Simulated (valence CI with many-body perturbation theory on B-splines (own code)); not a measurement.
## E1 transitions of Rh38+

Calculated by relativistic CI+MBPT: five valence electrons over a frozen Dirac-Fock core [He], radial functions for each j: 9 s, 9 p, 8 d, 6 f, 3 g, 1 h, with the one-electron correlation potential Σ1, the two-electron term Σ2, the three-electron term Σ3, Breit, model QED; selected CI, second order for the rest (own B-spline code, finite nucleus).

The last digits are not significant, and no measured levels were compared; by estimate large intervals hold to a few tenths of a per cent, small ones and those within an open d or f shell to about a per cent. Among the levels kept, up to 1700 cm⁻¹ of a level comes from second order outside the variational space, and about a tenth of that is noise between levels of different J, which matters for small intervals.

Lines 201 to 250 of 288 in falling wavelength, among levels below 260.10 Ry, chosen from the strongest by gf and those to the six lowest levels. Wavelengths and rates use the calculated energies. Electric multipoles are in the length gauge, E1 and E2 with the static RPA response of the core. Weak lines are less certain than strong ones. Lines between different terms over intervals too small for the method are left out, as are lines whose strength nearly cancels. The highest levels of a list are the least certain.

Levels are named by their leading jj configuration (3d3/2^4 stands for four electrons in 3d with j = 3/2), which in mixed levels can hold well under half, so a name can repeat and another be missing. Letters in brackets count levels of one name in rising energy.

```
λ vac (Å)                               Upper                       Lower   A (s⁻¹)  S (a.u.)
    3.851      (2s 2p1/2^2 2p3/2 3d3/2) J=7/2  (2s 2p1/2^2 2p3/2^2) J=5/2  6.40e+12  1.44e-03
    3.851             (2s^2 2p3/2^2 3s) J=3/2  (2s^2 2p1/2 2p3/2^2) J=1/2  8.99e+10  1.01e-05
    3.849      (2s^2 2p3/2^2 3p3/2) J=3/2 [b]  (2s 2p1/2^2 2p3/2^2) J=5/2  1.05e+12  1.19e-04
    3.844  (2s^2 2p1/2 2p3/2 3d5/2) J=3/2 [a]  (2s^2 2p1/2 2p3/2^2) J=1/2  2.80e+12  3.14e-04
    3.842     (2s^2 2p1/2 2p3/2 3s) J=3/2 [a]  (2s^2 2p1/2^2 2p3/2) J=3/2  6.77e+12  7.58e-04
    3.840  (2s^2 2p1/2 2p3/2 3d3/2) J=3/2 [a]  (2s^2 2p1/2 2p3/2^2) J=5/2  8.18e+12  9.14e-04
    3.840         (2s 2p1/2 2p3/2^2 3s) J=7/2  (2s 2p1/2^2 2p3/2^2) J=5/2  3.20e+13  7.16e-03
    3.838      (2s^2 2p1/2 2p3/2 3d3/2) J=5/2  (2s^2 2p1/2 2p3/2^2) J=5/2  5.19e+12  8.69e-04
    3.836  (2s^2 2p1/2 2p3/2 3d3/2) J=3/2 [b]  (2s^2 2p1/2 2p3/2^2) J=1/2  1.49e+13  1.66e-03
    3.835         (2s^2 2p1/2 2p3/2 3s) J=1/2  (2s^2 2p1/2^2 2p3/2) J=3/2  5.01e+12  2.79e-04
    3.833  (2s^2 2p1/2 2p3/2 3d3/2) J=1/2 [b]  (2s^2 2p1/2 2p3/2^2) J=1/2  4.05e+11  2.25e-05
    3.830             (2s^2 2p3/2^2 3s) J=5/2  (2s^2 2p1/2 2p3/2^2) J=5/2  1.37e+13  2.27e-03
    3.828  (2s^2 2p1/2 2p3/2 3d5/2) J=7/2 [a]  (2s^2 2p1/2 2p3/2^2) J=5/2  5.24e+12  1.16e-03
    3.826         (2s^2 2p1/2 2p3/2 3s) J=5/2  (2s^2 2p1/2^2 2p3/2) J=3/2  2.20e+13  3.65e-03
    3.825          (2s^2 2p1/2^2 3d3/2) J=3/2  (2s^2 2p1/2^2 2p3/2) J=3/2  2.74e+13  3.02e-03
    3.824      (2s^2 2p1/2 2p3/2 3d3/2) J=7/2  (2s^2 2p1/2 2p3/2^2) J=5/2  2.91e+11  6.42e-05
    3.823             (2s^2 2p3/2^2 3s) J=3/2  (2s^2 2p1/2 2p3/2^2) J=5/2  6.21e+12  6.85e-04
    3.821     (2s^2 2p1/2 2p3/2 3s) J=3/2 [b]  (2s^2 2p1/2^2 2p3/2) J=3/2  4.32e+12  4.75e-04
    3.821             (2s^2 2p3/2^2 3s) J=1/2  (2s^2 2p1/2 2p3/2^2) J=1/2  1.31e+14  7.20e-03
    3.820  (2s^2 2p1/2 2p3/2 3d3/2) J=3/2 [a]  (2s^2 2p1/2 2p3/2^2) J=3/2  5.32e+12  5.85e-04
    3.820  (2s^2 2p1/2 2p3/2 3d5/2) J=5/2 [a]  (2s^2 2p1/2 2p3/2^2) J=5/2  4.55e+12  7.52e-04
    3.818  (2s^2 2p1/2 2p3/2 3d5/2) J=3/2 [b]  (2s^2 2p1/2 2p3/2^2) J=1/2  1.45e+14  1.60e-02
    3.818      (2s^2 2p1/2 2p3/2 3d3/2) J=5/2  (2s^2 2p1/2 2p3/2^2) J=3/2  5.33e+10  8.79e-06
    3.817  (2s^2 2p1/2 2p3/2 3d5/2) J=3/2 [a]  (2s^2 2p1/2 2p3/2^2) J=5/2  2.97e+12  3.26e-04
    3.817  (2s^2 2p1/2 2p3/2 3d3/2) J=1/2 [a]  (2s^2 2p1/2 2p3/2^2) J=3/2  1.48e+13  8.10e-04
    3.816  (2s 2p1/2^2 2p3/2 3p1/2) J=3/2 [a]  (2s^2 2p1/2 2p3/2^2) J=1/2  7.08e+12  7.76e-04
    3.810      (2s^2 2p1/2 2p3/2 3d5/2) J=1/2  (2s^2 2p1/2 2p3/2^2) J=1/2  6.56e+13  3.58e-03
    3.810             (2s^2 2p3/2^2 3s) J=5/2  (2s^2 2p1/2 2p3/2^2) J=3/2  3.25e+13  5.33e-03
    3.809  (2s^2 2p1/2 2p3/2 3d5/2) J=5/2 [b]  (2s^2 2p1/2 2p3/2^2) J=5/2  5.39e+13  8.81e-03
    3.808  (2s^2 2p1/2 2p3/2 3d3/2) J=3/2 [b]  (2s^2 2p1/2 2p3/2^2) J=5/2  2.49e+13  2.72e-03
    3.803             (2s^2 2p3/2^2 3s) J=3/2  (2s^2 2p1/2 2p3/2^2) J=3/2  2.04e+13  2.22e-03
    3.801          (2s^2 2p1/2^2 3d5/2) J=5/2  (2s^2 2p1/2^2 2p3/2) J=3/2  1.29e+14  2.10e-02
    3.800  (2s^2 2p1/2 2p3/2 3d5/2) J=5/2 [a]  (2s^2 2p1/2 2p3/2^2) J=3/2  3.20e+13  5.20e-03
    3.797  (2s^2 2p1/2 2p3/2 3d5/2) J=3/2 [a]  (2s^2 2p1/2 2p3/2^2) J=3/2  5.31e+13  5.73e-03
    3.796  (2s^2 2p1/2 2p3/2 3d5/2) J=5/2 [c]  (2s^2 2p1/2 2p3/2^2) J=5/2  7.11e+13  1.15e-02
    3.792  (2s^2 2p1/2 2p3/2 3d5/2) J=7/2 [b]  (2s^2 2p1/2 2p3/2^2) J=5/2  2.51e+14  5.40e-02
    3.791  (2s^2 2p1/2 2p3/2 3d5/2) J=3/2 [b]  (2s^2 2p1/2 2p3/2^2) J=5/2  1.74e+13  1.87e-03
    3.789  (2s^2 2p1/2 2p3/2 3d5/2) J=5/2 [b]  (2s^2 2p1/2 2p3/2^2) J=3/2  5.90e+13  9.51e-03
    3.789  (2s 2p1/2^2 2p3/2 3p1/2) J=3/2 [a]  (2s^2 2p1/2 2p3/2^2) J=5/2  5.22e+11  5.60e-05
    3.788  (2s^2 2p1/2 2p3/2 3d3/2) J=3/2 [b]  (2s^2 2p1/2 2p3/2^2) J=3/2  4.08e+13  4.38e-03
    3.786  (2s^2 2p1/2 2p3/2 3d3/2) J=1/2 [b]  (2s^2 2p1/2 2p3/2^2) J=3/2  1.94e+13  1.04e-03
    3.776  (2s^2 2p1/2 2p3/2 3d5/2) J=5/2 [c]  (2s^2 2p1/2 2p3/2^2) J=3/2  1.51e+14  2.41e-02
    3.774             (2s^2 2p3/2^2 3s) J=1/2  (2s^2 2p1/2 2p3/2^2) J=3/2  2.50e+12  1.33e-04
    3.771  (2s^2 2p1/2 2p3/2 3d5/2) J=3/2 [b]  (2s^2 2p1/2 2p3/2^2) J=3/2  4.55e+12  4.82e-04
    3.769  (2s 2p1/2^2 2p3/2 3p1/2) J=3/2 [a]  (2s^2 2p1/2 2p3/2^2) J=3/2  1.56e+11  1.65e-05
    3.766      (2s 2p1/2^2 2p3/2 3p1/2) J=5/2  (2s^2 2p1/2 2p3/2^2) J=3/2  1.26e+13  2.00e-03
    3.764      (2s^2 2p1/2 2p3/2 3d5/2) J=1/2  (2s^2 2p1/2 2p3/2^2) J=3/2  7.17e+12  3.77e-04
    3.760  (2s 2p1/2^2 2p3/2 3p3/2) J=3/2 [a]  (2s^2 2p1/2 2p3/2^2) J=1/2  1.06e+11  1.11e-05
    3.759      (2s 2p1/2^2 2p3/2 3p1/2) J=1/2  (2s^2 2p1/2 2p3/2^2) J=1/2  8.07e+11  4.23e-05
    3.755  (2s 2p1/2^2 2p3/2 3p1/2) J=3/2 [b]  (2s^2 2p1/2 2p3/2^2) J=1/2  1.33e+12  1.39e-04
```
